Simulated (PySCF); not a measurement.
ReO₄, SMILES [O]=[Re-](=[O])(=[O])=[O], charge -1, multiplicity 1.

Geometry: r2SCAN-D4/def2-SVPD. The spin state was assumed, not searched. The isomer is the one that the SMILES or the coordinates give; other isomers of the formula were not compared. The def2 effective core potentials stand for the cores of Re; spin–orbit coupling is left out.

Method: PBE/def2-SVPD (PySCF).

Isolated molecule, no solvent.

```yaml
total_energy: -379.00746 hartree
point_group: Td
highest_occupied_level: -2.37 eV
lowest_empty_level: 2.42 eV
orbital_gap: 4.79 eV
dipole_moment_about_the_centre_of_nuclear_charge: 0.00 D
mean_static_polarisability: 60.1 bohr³ (8.91 Å³)
polarisability_principal_values: 60.1, 60.1, 60.1 bohr³
```
